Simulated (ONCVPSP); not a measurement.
**Pseudopotential generation for iridium (Ir): ONCV, PBE, scalar-relativistic.**

* Element: iridium (Ir)
* Generator: ONCVPSP 4.0.1
* Type: optimised norm-conserving Vanderbilt (ONCV)
* Functional: PBE
* Relativity: scalar-relativistic
* Frozen core: [Kr] 4d10 4f14
* Valence charge: 17
* Reference configuration: 5s2 5p6 5d7 6s2
* Partial waves: 5s+6s: rc 1.30 bohr, ncon 4, nbas 8, qcut 8.5 1/bohr, 2 projectors; 5p: rc 1.75 bohr, ncon 4, nbas 7, qcut 6.1 1/bohr, 3 projectors, debl 2.2 Ha; 5d: rc 2.35 bohr, ncon 4, nbas 8, qcut 5.5 1/bohr, 2 projectors, debl 3.2 Ha
* Local potential: polynomial inside 0.85 bohr (lpopt 3, dvloc0 1 Ha)
* Core correction: Teter function, fcfact 1.75, rcfact 1.5

All-electron outer shells of the reference configuration (PBE, scalar-relativistic, ld1.x):

| shell | level (eV) | outermost node (bohr) | outermost maximum (bohr) |
| --- | --- | --- | --- |
| 5s | -97.99 | 0.50 | 0.89 |
| 4f | -62.19 | – | 0.39 |
| 5p | -54.70 | 0.54 | 1.01 |
| 5d | -7.15 | 0.59 | 1.29 |
| 6s | -6.33 | 1.17 | 2.38 |

Results:

- Cutoffs needed: 30 Ha and 35 Ha (the cutoffs (Ha) at which the residual kinetic energy of the hardest occupied pseudo-wave falls to 1 and 0.1 mHa per electron)
- Ghost test: no bound ghost flagged; GHOST(+) flagged for s at 38.7 eV, p at 383.4 eV
- Largest excitation error: -266 meV (all-electron minus pseudo) for 5s2 5p5 5d7 6s2, out of 4 test configurations
- rms error of d²Exc/dni dnj: 5.88 mHa without and 1.88 mHa with the model core

Generation and tests took about 3.5 s on one core of a shared server CPU.
